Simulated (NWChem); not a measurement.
# C3H5ClSi; SMILES CC#C[SiH2]Cl

Results from NWChem. Geometry: optimised at PBE-D3(BJ)/def2-SVP.

Estimate the computed values for HCTH/407/def2-SVP. Quantities: highest occupied level (eV); orbital gap (eV); dipole (D).

The highest occupied level (eV) is -6.79 and the orbital gap (eV) is 5.36. The dipole (D) comes out as 2.78.
